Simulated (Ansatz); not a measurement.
Geometry optimisation of Bi2Te3⁻.

```yaml
crystal:
  periodic: [false, false, false]
  atoms:
    - {symbol: Bi, position_ang: [1.163790, -1.407680, 0.355210]}
    - {symbol: Bi, position_ang: [-1.280640, -0.110960, 1.346490]}
    - {symbol: Te, position_ang: [2.113210, 0.885560, -0.875830]}
    - {symbol: Te, position_ang: [-1.340540, -1.713570, -1.052690]}
    - {symbol: Te, position_ang: [-0.655820, 2.346640, 0.226820]}
basis:
  gaussian: {orbitals: def2-SVPD}
total_charge: -1
magnetization: {spin_polarized: true, initial_magnetization: 1}
hamiltonian: {xc: r2scan, dispersion: d4}
scf: {lower_state_search: "off"}
output: {orbitals: {seedname: orbitals}}
relax: {f_tol: 0.02, max_steps: 100}
```

```sh
$ ansatz run in.yaml --threads 4 --pin off --events-out ev --progress --plain --max-ram 4787MiB
```

Shortened log:

```
Functional definition: r2SCAN
  name "r2SCAN"
  cite "Furness, Kaplan, Ning, Perdew & Sun, J. Phys. Chem. Lett. 11, 8208 (2020) doi:10.1021/acs.jpclett.0c02405"
  cite "Furness, Kaplan, Ning, Perdew & Sun, J. Phys. Chem. Lett. 11, 9248 (2020) doi:10.1021/acs.jpclett.0c03077"
  parent r2scan
  parameter k0 = 0.174
  parameter k1 = 0.065
  parameter a1 = 4.9479
  exchange = r2scan_x(k0 = k0, k1 = k1, a1 = a1)
  correlation = r2scan_c
these checks for a lower state are left out or cut short: stability, starts, cluster_reference, orbital_swaps, neighbouring_geometries, increment
mean field -33581.57876115 eV, -1234.1002570607 hartree, gradient 8.4e-6 eV, S^2 0.756145; 0 other end points of the search recorded, 0 dependent functions left out
the calculation of the forces begins
relax step   1: F+E_penalty+E_count = -33581.67191293 eV  Δ(F+E_penalty+E_count) = +0.000e0 eV  max|allowed force component| = 8.457e-1 eV/Å  Δτ_max = 0.0000 Å  (20 SCF iters, accepted)
these checks for a lower state are left out or cut short: stability, starts, cluster_reference, orbital_swaps, neighbouring_geometries, increment
mean field -33581.66026326 eV, -1234.1032522079 hartree, gradient 2.9e-6 eV, S^2 0.755781; 0 other end points of the search recorded, 0 dependent functions left out
the calculation of the forces begins
relax step   2: F+E_penalty+E_count = -33581.75184782 eV  Δ(F+E_penalty+E_count) = -7.993e-2 eV  max|allowed force component| = 5.559e-1 eV/Å  Δτ_max = 0.1954 Å  (30 SCF iters, accepted)
these checks for a lower state are left out or cut short: stability, starts, cluster_reference, orbital_swaps, neighbouring_geometries, increment
mean field -33581.73603796 eV, -1234.1060368766 hartree, gradient 4.2e-6 eV, S^2 0.755815; 0 other end points of the search recorded, 0 dependent functions left out
the calculation of the forces begins
relax step   3: F+E_penalty+E_count = -33581.82785302 eV  Δ(F+E_penalty+E_count) = -7.601e-2 eV  max|allowed force component| = 8.720e-2 eV/Å  Δτ_max = 0.0667 Å  (24 SCF iters, accepted)
these checks for a lower state are left out or cut short: stability, starts, cluster_reference, orbital_swaps, neighbouring_geometries, increment
mean field -33581.73815133 eV, -1234.1061145416 hartree, gradient 1.7e-6 eV, S^2 0.755761; 0 other end points of the search recorded, 0 dependent functions left out
the calculation of the forces begins
relax step   4: F+E_penalty+E_count = -33581.83007267 eV  Δ(F+E_penalty+E_count) = -2.220e-3 eV  max|allowed force component| = 3.037e-2 eV/Å  Δτ_max = 0.0159 Å  (26 SCF iters, accepted)
these checks for a lower state are left out or cut short: stability, starts, cluster_reference, orbital_swaps, neighbouring_geometries, increment
mean field -33581.73840223 eV, -1234.1061237620 hartree, gradient 1.9e-6 eV, S^2 0.755716; 0 other end points of the search recorded, 0 dependent functions left out
the calculation of the forces begins
relax step   5: F+E_penalty+E_count = -33581.83031846 eV  Δ(F+E_penalty+E_count) = -2.458e-4 eV  max|allowed force component| = 1.351e-2 eV/Å  Δτ_max = 0.0045 Å  (26 SCF iters, accepted)
Total energy: -33581.83038153 eV, -1234.1095039392 hartree
Atom 0 at     1.200795    -1.441307     0.261082 Å, force     0.013513    -0.009639    -0.000088 eV/Å
Atom 1 at    -1.376064    -0.073149     1.299592 Å, force    -0.012189     0.004199     0.010130 eV/Å
Atom 2 at     2.123882     0.994546    -0.822276 Å, force    -0.006942     0.004705    -0.000071 eV/Å
Atom 3 at    -1.403809    -1.891389    -0.991244 Å, force    -0.000453     0.002600    -0.004823 eV/Å
Atom 4 at    -0.544804     2.411289     0.252845 Å, force     0.006071    -0.001865    -0.005148 eV/Å
Dipole moment:    -0.097724    -0.694325     0.672503 e Å
Checks for a lower state left out: stability, starts, cluster_reference, orbital_swaps, neighbouring_geometries, increment
```

Hardware: 4 threads of Arm Neoverse V2 on a shared host. Wall time 48 s.

In the def2 sets Bi, Te take a core potential; there is no spin–orbit coupling. The relaxation made no stability test and no search for a lower SCF solution. Another isomer (doublet) lies 0.03 eV lower at PBE0-D4/def2-TZVPD; other spin states weren't run for this one.
